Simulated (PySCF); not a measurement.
Removal energies of Xe³⁶⁺ from EOM-IP-GCCSD

Reference: closed-shell Xe³⁶⁺, [Ar]; one electron is removed. Calculated with PySCF 2.14, two-component X2C-1e with screened spin-orbit coupling, an uncontracted even-tempered set (18 s from 2.4 bohr⁻², ratio 2.6; 14 p from 3.1 bohr⁻², ratio 2.6; 6 d from 3.2 bohr⁻², ratio 2.8; 3 f from 55 bohr⁻², ratio 2.8); frozen [Ne]; the 62 highest virtual spinors dropped; of the others 50 kept and the rest restored at second order. No Breit or QED terms. Binding energies in eV.

```tsv
level	Koopmans
3p1/2	2636.9
3p3/2	2557.3
```

Question: How does correlation move these levels?

Answer: 3p1/2: second order 2636.9, EOM-CCSD 2637.0; 3p3/2: second order 2557.9, EOM-CCSD 2558.2.

For comparison, the ionisation energy of Xe³⁶⁺ is 2556 ± 5 eV (theoretical estimate listed by NIST; NIST Atomic Spectra Database, ionization energies).

Only part of the computed levels is shown.
